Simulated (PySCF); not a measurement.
Species: (LiBr)2 ring, Li2Br2.
Z-matrix (Å and degrees, PBE0-D3(BJ)/def2-SVP geometry), rows numbered from 1:
```
Li
Br  1  2.3514
Li  2  2.3517  1   69.94
Br  3  2.3514  2  110.09  1     0.01
```

Method: PySCF, PBE0-D3(BJ)/def2-SVP geometry optimisation, gas phase.

Take the most abundant isotopes and a rigid rotor. The values belong to one conformer.

Task: What are A, B and C (MHz)?

Result: Ia = 25.49, Ib = 586.29, Ic = 611.78 u·Å²; 505379 MHz·u·Å²/I gives A = 19829, B = 862.0, C = 826.1 MHz.

Task: What kind of rotor is it?

Result: A near-prolate asymmetric top: κ = (2 × 862.0 − 19829 − 826.1)/(19829 − 826.1) = -1.00.

Task: What does the inertial defect say?

Result: Planar: Δ = Ic − Ia − Ib = 0.00 u·Å². For a rigid frame Δ = −2 Σ m c², so it vanishes when all atoms lie in the ab plane; here none is more than 0.01 Å from it.

Task: Give the coordinates in the principal-axis frame, origin at the centre of mass.

Result: The sense of each axis is arbitrary; atoms in the order of the calculation.
```json
{"atom": "Li1", "mass (u)": "7.016", "a (Å)": "0.001", "b (Å)": "1.348", "c (Å)": "0.000"}
{"atom": "Br2", "mass (u)": "78.918", "a (Å)": "1.927", "b (Å)": "0.000", "c (Å)": "0.000"}
{"atom": "Li3", "mass (u)": "7.016", "a (Å)": "0.000", "b (Å)": "-1.347", "c (Å)": "0.000"}
{"atom": "Br4", "mass (u)": "78.918", "a (Å)": "-1.927", "b (Å)": "0.000", "c (Å)": "0.000"}
```

The point group D2h allows no dipole (computed: 0.00 D), so a rigid rotor has no electric-dipole lines.

Whether it is a minimum is left open (no frequencies). These are rigid-rotor constants of the computed structure; measured ground-state constants (B0) also hold zero-point vibration. Quadrupole hyperfine structure (7Li, 79Br) is left out.

Hardware: Arm Neoverse V2, one thread, no GPU, on a shared host. Cost: 13 s wall. These figures are those of the optimisation.
